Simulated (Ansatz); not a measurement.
Ansatz (a program for electronic structure) input (B3LYP-D3(BJ)/def2-TZVP):

Ansatz 0.2 input:
```yaml
crystal:
  periodic: [false, false, false]
  atoms:
    - {symbol: Ge, position_ang: [-0.01426658, -0.01909977, 0.97225137]}
    - {symbol: I, position_ang: [1.17561757, -1.89115665, -0.31358715]}
    - {symbol: I, position_ang: [-1.16700379, 1.90268858, -0.27343255]}
basis:
  gaussian:
    orbitals: def2-TZVP
hamiltonian:
  xc: b3lyp
  dispersion: d3bj
magnetization: {spin_polarized: true, initial_magnetization: 2}
phonons: {temperatures: {t_min: 298.15, t_max: 298.15, t_step: 100}}
```

Output:

```
Functional definition: B3LYP
integrals: 0.12 GiB planned
1322 factors; integrals over basis functions are off by at most 2.3e-4 eV
mean field: 1.43 GiB planned
mean field evaluation 1: about -72726.7149 eV, gradient 1.0e1 eV
mean field evaluation 2: about -72726.6930 eV, gradient 1.2e1 eV
mean field evaluation 4: about -72726.9888 eV, gradient 1.1e0 eV
mean field evaluation 8: about -72727.0094 eV, gradient 3.7e-2 eV
mean field evaluation 16: about -72727.0094 eV, gradient 3.5e-5 eV
mean field -72727.00941802 eV, -2672.6682999746 hartree, gradient 2.5e-5 eV, S^2 2.006192; 2 other end points of the search recorded, 0 dependent functions left out
the calculation of the forces begins
reference -72727.00962678 eV, -2672.6683076464 hartree; 42, 40 occupied and 106, 108 virtual orbitals, 1322 factors
these checks for a lower state are left out or cut short: stability, starts, cluster_reference, orbital_swaps, neighbouring_geometries, increment
integrals: 0.12 GiB planned
1322 factors; integrals over basis functions are off by at most 2.3e-4 eV
mean field: 1.43 GiB planned
mean field -72727.00939322 eV, -2672.6682990632 hartree, gradient 2.0e-6 eV, S^2 2.006184; 0 other end points of the search recorded, 0 dependent functions left out
the calculation of the forces begins
reference -72727.00960196 eV, -2672.6683067343 hartree; 42, 40 occupied and 106, 108 virtual orbitals, 1322 factors
these checks for a lower state are left out or cut short: stability, starts, cluster_reference, orbital_swaps, neighbouring_geometries, increment
integrals: 0.12 GiB planned
1322 factors; integrals over basis functions are off by at most 2.3e-4 eV
mean field: 1.43 GiB planned
mean field evaluation 32: about -72727.0094 eV, gradient 7.2e-2 eV
mean field -72727.00941049 eV, -2672.6682996978 hartree, gradient 1.6e-6 eV, S^2 2.006199; 0 other end points of the search recorded, 0 dependent functions left out
the calculation of the forces begins
reference -72727.00961926 eV, -2672.6683073703 hartree; 42, 40 occupied and 106, 108 virtual orbitals, 1322 factors
these checks for a lower state are left out or cut short: stability, starts, cluster_reference, orbital_swaps, neighbouring_geometries, increment
integrals: 0.12 GiB planned
1322 factors; integrals over basis functions are off by at most 2.3e-4 eV
mean field: 1.43 GiB planned
mean field -72727.00953490 eV, -2672.6683042701 hartree, gradient 1.0e-6 eV, S^2 2.006203; 0 other end points of the search recorded, 0 dependent functions left out
the calculation of the forces begins
reference -72727.00974370 eV, -2672.6683119432 hartree; 42, 40 occupied and 106, 108 virtual orbitals, 1322 factors
these checks for a lower state are left out or cut short: stability, starts, cluster_reference, orbital_swaps, neighbouring_geometries, increment
integrals: 0.12 GiB planned
1322 factors; integrals over basis functions are off by at most 2.3e-4 eV
mean field: 1.43 GiB planned
mean field -72727.00926561 eV, -2672.6682943737 hartree, gradient 1.1e-6 eV, S^2 2.006180; 0 other end points of the search recorded, 0 dependent functions left out
the calculation of the forces begins
reference -72727.00947433 eV, -2672.6683020441 hartree; 42, 40 occupied and 106, 108 virtual orbitals, 1322 factors
these checks for a lower state are left out or cut short: stability, starts, cluster_reference, orbital_swaps, neighbouring_geometries, increment
integrals: 0.12 GiB planned
1322 factors; integrals over basis functions are off by at most 2.3e-4 eV
mean field: 1.43 GiB planned
mean field -72727.00942094 eV, -2672.6683000819 hartree, gradient 2.7e-6 eV, S^2 2.006196; 0 other end points of the search recorded, 0 dependent functions left out
the calculation of the forces begins
reference -72727.00962971 eV, -2672.6683077541 hartree; 42, 40 occupied and 106, 108 virtual orbitals, 1322 factors
these checks for a lower state are left out or cut short: stability, starts, cluster_reference, orbital_swaps, neighbouring_geometries, increment
integrals: 0.12 GiB planned
1322 factors; integrals over basis functions are off by at most 2.3e-4 eV
mean field: 1.43 GiB planned
mean field evaluation 64: about -72727.0094 eV, gradient 2.7e-6 eV
mean field -72727.00940870 eV, -2672.6682996323 hartree, gradient 2.5e-6 eV, S^2 2.006187; 0 other end points of the search recorded, 0 dependent functions left out
the calculation of the forces begins
reference -72727.00961745 eV, -2672.6683073037 hartree; 42, 40 occupied and 106, 108 virtual orbitals, 1322 factors
Total energy: -72727.26121238 eV, -2672.6775532466 hartree
Atom 0 at    -0.014267    -0.019100     0.972251 Å, force    -0.000014    -0.000019     0.000981 eV/Å
Atom 1 at     1.175618    -1.891157    -0.313587 Å, force     0.000835    -0.001331    -0.000505 eV/Å
Atom 2 at    -1.167004     1.902689    -0.273433 Å, force    -0.000821     0.001351    -0.000476 eV/Å
Dipole moment:    -0.001233    -0.001650     0.084007 e Å
Vibrations: 53.15 178.00 238.63 cm⁻¹, zero-point energy 0.029123 eV
```

This is an excited triplet: at this geometry the singlet lies 1.79 eV lower at RI-MP2/CBS(def2-TZVPPD,def2-QZVPPD)+[CCSD(T)-MP2]/def2-TZVPPD.
